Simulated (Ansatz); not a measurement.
Total energies of ClH₂NOSW, SMILES `[NH2][W](=[O])(=[S])[Cl]`.

Cartesian coordinates in Å:
```
N 0.887 0.125 -0.831
W -0.543 -0.113 0.428
O -1.487 -1.407 -0.126
S 0.306 -0.553 2.333
Cl -1.828 1.754 0.554
H 1.817 0.431 -0.585
H 0.847 -0.237 -1.773
```

Total charge 0; spin multiplicity 1. Correlated methods include outer-core shells of W, which these sets cover unevenly. W takes the def2 core potential. The structure was optimised at the PBE0-D4/def2-TZVP level. It is one conformer, not always the lowest. Basis def2-TZVPP, the Gaussian-basis code of Ansatz.

RPA on PBE orbitals: Hartree–Fock energy of these orbitals -1054.06199 Eh, correlation -1.94558 Eh (frozen core).

| functional | energy without D4 (Eh) | D4 term (kJ/mol) |
| --- | --- | --- |
| PBE | -1056.52976 | -23.4 |
| revPBE | -1056.85942 | -54.2 |
| PBE0 | -1056.52211 | -20.2 |
| B3LYP | -1057.02137 | -38.3 |
| r2SCANh | -1056.85234 | -5.9 |
| r2SCAN0 | -1056.78685 | -6.6 |
| BHLYP | -1056.73556 | -35.4 |
| CAM-B3LYP | -1056.88294 | -21.1 |
| LC-ωPBE | -1056.64151 | – |
| B2PLYP | -1056.51977 | – |

**Question.** Give the same for LDA (SPW92), BLYP, r2SCAN, B97M-V, HSE06 (plane-wave form), ωB97X-V, ωB97M-V, PBE-QIDH. (Best estimate.)

**Answer.** Ansatz gave: 
| functional | energy without D4 (Eh) | D4 term (kJ/mol) |
| --- | --- | --- |
| LDA (SPW92) | -1053.05119 | – |
| BLYP | -1056.94578 | -48.9 |
| r2SCAN | -1056.89725 | -5.3 |
| B97M-V | -1056.72122 | – |
| HSE06 (plane-wave form) | -1056.50122 | -19.2 |
| ωB97X-V | -1056.74473 | – |
| ωB97M-V | -1056.78189 | – |
| PBE-QIDH | -1056.24069 | – |

B3LYP takes the VWN-RPA correlation (the form of Gaussian; ORCA's B3LYP/G). HSE06 is the plane-wave form, built on full-range PBE exchange. The double hybrids freeze the cores in their second-order part.

LC-ωPBE has ω = 0.4 bohr⁻¹.
